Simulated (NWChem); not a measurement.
System: BeICl; SMILES [Cl][Be][I]

NWChem input:

```
start job
memory heap 200 mb stack 900 mb global 1100 mb
geometry units angstroms noautosym nocenter noautoz
  Be     0.741644     0.367319    -0.783893
  Cl     1.921543     0.952123    -2.031507
  I     -0.665710    -0.329527     0.703419
end
basis spherical
  * library def2-svpd
end
ecp
  I library def2-ecp
end
dft
  xc pbe0
  iterations 150
end
tddft
  nroots 8
  notriplet
end
task tddft energy
```

Structure relaxed at the PBE0/def2-SVP level. def2 effective core potentials on I; no spin-orbit coupling.

Vertical excitations in the gas phase.

Give the results of this calculation. (PBE0/def2-SVPD with def2 effective core potentials on I, full TDDFT.) Quantities: lowest excitation, singlet (eV); lowest state with f > 0.02, singlet (eV); oscillator strength of that bright state; orbital gap (eV).


```
Property                                  Result
----------------------------------------  ------
lowest excitation, singlet (eV)             5.98
lowest state with f > 0.02, singlet (eV)    6.31
oscillator strength of that bright state   0.044
orbital gap (eV)                            7.44
```
